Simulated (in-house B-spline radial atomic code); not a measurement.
A run on Dy (an excited or competing configuration) that did not converge. Method: scalar-relativistic (X2C) wB97X, spin-polarised, spherical fractional occupations, exact exchange averaged over the configuration, Fermi nucleus of rms radius 5.2218 fm; computed with a B-spline radial code for spherical atoms.

Command:
```bash
python run_scf.py task.json out
```
Settings (nuclear radius in fm, mass in u):
```
Z                66
configuration    [Xe] 4f9 6s2 7f1
hamiltonian      x2c
method           wb97x
spin_polarised   True
nucleus          fermi
rms_radius       5.2218
atomic_mass      163.92918
speed_of_light   137.035999084
exact_exchange   averaged over the configuration
```

First and last ten iterations of the last attempt (damped for 15 steps, keeping 80 % of the old Fock matrix, then DIIS):
```
 iter        energy (Eh)    residual
    1      -12103.149168    7.83e-01
    2      -12118.180016    1.25e+00
    3      -12137.134292    8.21e-01
    4      -12147.398447    5.12e-01
    5      -12152.586253    3.46e-01
    6      -12155.020097    2.28e-01
    7      -12156.165705    1.57e-01
    8      -12156.686039    1.11e-01
    9      -12156.925340    7.77e-02
   10      -12157.049094    5.62e-02
  111      -12157.197806    5.83e-04
  112      -12157.198006    5.12e-04
  113      -12157.197945    3.46e-04
  114      -12157.197944    4.13e-04
  115      -12157.197969    5.16e-04
  116      -12157.198010    4.48e-04
  117      -12157.197948    4.64e-04
  118      -12157.197993    6.76e-04
  119      -12157.197988    6.57e-04
  120      -12157.196142    9.76e-04
 not converged after 120 iterations
```

The smallest residual met was 2.4e-04; the threshold is about 7e-07. No energy from this run should be used. Cost of the run: 71 s on 1 thread of Intel(R) Xeon(R) 6975P-C, on a shared host.
